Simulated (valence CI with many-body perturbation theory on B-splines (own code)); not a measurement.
La²⁶⁺: calculated level list

Computed by valence CI with perturbative core correlation (CI+MBPT): three valence electrons over a frozen Dirac-Fock core [Ar] 3d10, radial functions for each j: 11 s, 11 p, 9 d, 7 f, 5 g, 2 h, 1 i, with the one-electron correlation potential Σ1, the two-electron term Σ2, the three-electron term Σ3, Breit, model QED; selected CI, second order for the rest (own B-spline code, finite nucleus).

The last digits are not significant, and no measured levels were compared; by estimate large intervals hold to a few tenths of a per cent, small ones and those within an open d or f shell to about a per cent.

Levels 1 to 45 of 74, with energies above the lowest level, (4s^2 4p1/2) J=1/2. "Leading %" is the weight of the configuration and term that name the level; weights of strongly mixed levels are sums over their largest components and can fall short. In the jj column 3d3/2^4 stands for four electrons in 3d with j = 3/2. Lifetimes count E1, E2, E3, M1 and M2 decay at the calculated energies, and are blank where another channel may lead or the interval is too uncertain; long ones can be off by a factor of two.

| No. | Configuration | Term | J | E (cm⁻¹) | Leading % | Leading jj | g | Lifetime |
| --- | --- | --- | --- | --- | --- | --- | --- | --- |
| 1 | 4s2 4p | 2P° | 1/2 | 0 | 99 | 4s^2 4p1/2 (99 %) | 0.663 |  |
| 2 | 4s2 4p | 2P° | 3/2 | 190090 | 99 | 4s^2 4p3/2 (99 %) | 1.332 | 16.0 μs |
| 3 | 4s 4p2 | 4P | 1/2 | 452480 | 75 | 4s 4p1/2^2 (89 %) | 2.420 | 158 ps |
| 4 | 4s 4p2 | 4P | 3/2 | 586890 | 95 | 4s 4p1/2 4p3/2 (98 %) | 1.693 | 1.34 ns |
| 5 | 4s 4p2 | 4P | 5/2 | 626860 | 56 | 4s 4p1/2 4p3/2 (93 %) | 1.422 | 238 ps |
| 6 | 4s 4p2 | 2D | 3/2 | 690260 | 76 | 4s 4p1/2 4p3/2 (90 %) | 0.911 | 17.9 ps |
| 7 | 4s 4p2 | 2P | 1/2 | 719290 | 71 | 4s 4p1/2 4p3/2 (85 %) | 1.155 | 6.68 ps |
| 8 | 4s 4p2 | 2D | 5/2 | 804120 | 52 | 4s 4p3/2^2 (91 %) | 1.373 | 96.0 ps |
| 9 | 4s 4p2 | 2S | 1/2 | 909670 | 69 | 4s 4p3/2^2 (94 %) | 1.756 | 9.65 ps |
| 10 | 4s 4p2 | 2P | 3/2 | 914990 | 77 | 4s 4p3/2^2 (82 %) | 1.240 | 5.11 ps |
| 11 | 4s2 4d | 2D | 3/2 | 1018100 | 87 | 4s^2 4d3/2 (87 %) | 0.816 | 3.14 ps |
| 12 | 4s2 4d | 2D | 5/2 | 1051500 | 93 | 4s^2 4d5/2 (93 %) | 1.200 | 4.64 ps |
| 13 | 4p3 | 2P° | 3/2 | 1164400 | 40 | 4p1/2^2 4p3/2 (92 %) | 1.346 | 11.7 ps |
| 14 | 4p3 | 4S° | 3/2 | 1314200 | 53 | 4p1/2 4p3/2^2 (87 %) | 1.430 | 8.19 ps |
| 15 | 4p3 | 2D° | 5/2 | 1319700 | 78 | 4p1/2 4p3/2^2 (78 %) | 1.189 | 21.8 ps |
| 16 | 4s 4p 4d | 4F° | 3/2 | 1364600 | 85 | 4s 4p1/2 4d3/2 (91 %) | 0.486 | 45.6 ps |
| 17 | 4p3 | 2P° | 1/2 | 1388700 | 93 | 4p1/2 4p3/2^2 (93 %) | 0.663 | 8.32 ps |
| 18 | 4s 4p 4d | 4F° | 5/2 | 1395600 | 76 | 4s 4p1/2 4d3/2 (62 %) | 1.055 | 28.0 ps |
| 19 | 4s 4p 4d | 4F° | 7/2 | 1450400 | 71 | 4s 4p1/2 4d5/2 (82 %) | 1.257 | 18.3 ps |
| 20 | 4s 4p 4d | 4P° | 5/2 | 1452000 | 52 | 4s 4p1/2 4d5/2 (91 %) | 1.441 | 5.78 ps |
| 21 | 4s 4p 4d | 4D° | 3/2 | 1455100 | 50 | 4s 4p1/2 4d3/2 (64 %) | 1.348 | 3.62 ps |
| 22 | 4s 4p 4d | 4D° | 1/2 | 1457700 | 74 | 4s 4p1/2 4d3/2 (90 %) | 0.343 | 2.90 ps |
| 23 | 4s 4p 4d | 2F° | 5/2 | 1518700 | 74 | 4s 4p1/2 4d5/2 (68 %) | 0.954 | 7.58 ps |
| 24 | 4p3 | 2P° | 3/2 | 1531000 | 47 | 4p3/2^3 (72 %) | 1.273 | 7.25 ps |
| 25 | 4s 4p 4d | 2P° | 3/2 | 1542400 | 39 | 4s 4p1/2 4d5/2 (48 %) | 0.997 | 3.84 ps |
| 26 | 4s 4p 4d | 4F° | 9/2 | 1579900 | 100 | 4s 4p3/2 4d5/2 (100 %) | 1.332 | 23.1 μs |
| 27 | 4s 4p 4d | 4P° | 1/2 | 1598900 | 88 | 4s 4p3/2 4d3/2 (97 %) | 2.367 | 4.32 ps |
| 28 | 4s 4p 4d | 4D° | 5/2 | 1599200 | 59 | 4s 4p3/2 4d3/2 (89 %) | 1.292 | 3.49 ps |
| 29 | 4s 4p 4d | 4P° | 3/2 | 1603600 | 55 | 4s 4p3/2 4d3/2 (87 %) | 1.480 | 3.90 ps |
| 30 | 4s 4p 4d | 4D° | 7/2 | 1604600 | 66 | 4s 4p3/2 4d3/2 (50 %) | 1.353 | 3.92 ps |
| 31 | 4s 4p 4d | 2D° | 5/2 | 1644700 | 49 | 4s 4p3/2 4d5/2 (96 %) | 1.316 | 6.44 ps |
| 32 | 4s 4p 4d | 2D° | 3/2 | 1661200 | 60 | 4s 4p3/2 4d5/2 (39 %) | 1.008 | 3.28 ps |
| 33 | 4s 4p 4d | 2F° | 7/2 | 1694100 | 97 | 4s 4p3/2 4d5/2 (74 %) | 1.144 | 7.56 ps |
| 34 | 4s 4p 4d | 2F° | 5/2 | 1702700 | 74 | 4s 4p3/2 4d3/2 (77 %) | 0.900 | 3.12 ps |
| 35 | 4s 4p 4d | 2F° | 7/2 | 1710700 | 69 | 4s 4p3/2 4d5/2 (69 %) | 1.191 | 3.95 ps |
| 36 | 4s 4p 4d | 2P° | 1/2 | 1727300 | 82 | 4s 4p3/2 4d3/2 (69 %) | 0.613 | 2.83 ps |
| 37 | 4s 4p 4d | 2P° | 1/2 | 1753000 | 92 | 4s 4p3/2 4d5/2 (71 %) | 0.670 | 3.58 ps |
| 38 | 4s 4p 4d | 2P° | 3/2 | 1772900 | 85 | 4s 4p3/2 4d5/2 (84 %) | 1.308 | 3.18 ps |
| 39 | 4s 4p 4d | 2D° | 3/2 | 1774300 | 47 | 4s 4p3/2 4d3/2 (43 %) | 1.040 | 2.33 ps |
| 40 | 4s 4p 4d | 2D° | 5/2 | 1781300 | 77 | 4s 4p3/2 4d5/2 (81 %) | 1.152 | 2.37 ps |
| 41 | 4p2 4d | 4F | 3/2 | 1917600 | 47 | 4p1/2^2 4d3/2 (94 %) | 0.721 | 15.3 ps |
| 42 | 4s2 4f | 2F° | 5/2 | 1923800 | 84 | 4s^2 4f5/2 (84 %) | 0.857 | 2.90 ps |
| 43 | 4s2 4f | 2F° | 7/2 | 1926400 | 86 | 4s^2 4f7/2 (86 %) | 1.143 | 3.35 ps |
| 44 | 4p2 4d | 4F | 5/2 | 1974300 | 30 | 4p1/2^2 4d5/2 (84 %) | 1.171 | 11.0 ps |
| 45 | 4p2 4d | 2F | 5/2 | 2055200 | 56 | 4p1/2 4p3/2 4d3/2 (90 %) | 0.928 | 19.2 ps |

Where two levels of one J and parity lie close, their mixing, g and order are uncertain.

The ionisation energy to 4s2 1S_0 of the next ion comes out as 906.69 eV (NIST: 906 ± 4 eV (theoretical)). All 74 levels together are meant to be complete up to 2375700 cm⁻¹.
